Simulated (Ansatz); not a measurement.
Two isomers of C2H5ClF2Si: A = `FC[SiH](F)CCl`, B = `C[SiH2]C(F)(F)Cl`.

Isolated molecules relaxed with PBE0-D4/def2-TZVP in Ansatz; ΔE leaves out vibrations. CCSD(T)/CBS adds triple-zeta CCSD(T) − MP2 to the extrapolated MP2 energy (def2 sets, frozen cores). Functionals use def2-TZVPP. B3LYP here is the variant with VWN-RPA as its local correlation; programs differ in this. Each species was taken in one conformer, which may not be the lowest.

A:

```xyz
11

F     0.973    0.958   -1.686
C     1.391    0.060   -0.707
Si    0.212    0.118    0.757
F     0.350    1.539    1.482
C    -1.551   -0.066    0.160
Cl   -1.680   -1.722   -0.503
H     2.411    0.327   -0.410
H     1.420   -0.942   -1.147
H     0.554   -0.942    1.734
H    -1.793    0.634   -0.638
H    -2.287    0.035    0.958
```

B:

Z-matrix (Å, degrees):
```
C
Si 1 1.860
H 1 1.092 2 110.7
H 1 1.093 2 110.5 3 119.9
H 1 1.092 2 110.7 3 -120.3
C 2 1.928 1 108.4 3 60.1
H 2 1.482 1 112.8 3 177.0
H 2 1.482 1 112.8 3 -56.8
F 6 1.350 2 111.8 1 -59.6
F 6 1.350 2 111.8 1 59.5
Cl 6 1.782 2 110.8 1 180.0
```

(1) Which isomer does CCSD(T)/CBS put lower? Give the gap. (Best estimate.)

(2) Give E(B) − E(A) in kcal/mol with PBE-D4, B3LYP-D4, B3LYP, HF/def2-TZVPP, PBE0-D4, CCSD/def2-TZVPP, BLYP-D4. (Best estimate.)

(3) Does the order hold for the free energy at 298.15 K (harmonic terms from PBE0-D4)? (An estimate is asked.)

Largest T1 diagnostic: 0.012.

Results:

(1) Computed: A, by 40.6 kcal/mol.

(2) Ansatz gave: PBE-D4 34.0, B3LYP-D4 38.5, B3LYP 38.6, HF/def2-TZVPP 42.7, PBE0-D4 36.6, CCSD/def2-TZVPP 40.5, BLYP-D4 36.6. None reverses the order clearly.

(3) Computed: Yes: G(B) − G(A) = +38.4 kcal/mol, for one conformer each. Modes under 60 cm⁻¹, often nearly free rotors, make the harmonic entropy too high.

From r2SCAN to r2SCAN0 (25 % exact exchange), in def2-TZVPP and without D4, E(B) − E(A) moves by +2.0 kcal/mol. In def2-TZVPP, CCSD(T) changes the Hartree–Fock value by −3.4 kcal/mol (the triples alone add −1.2 kcal/mol) and MP2 by −1.8 kcal/mol.
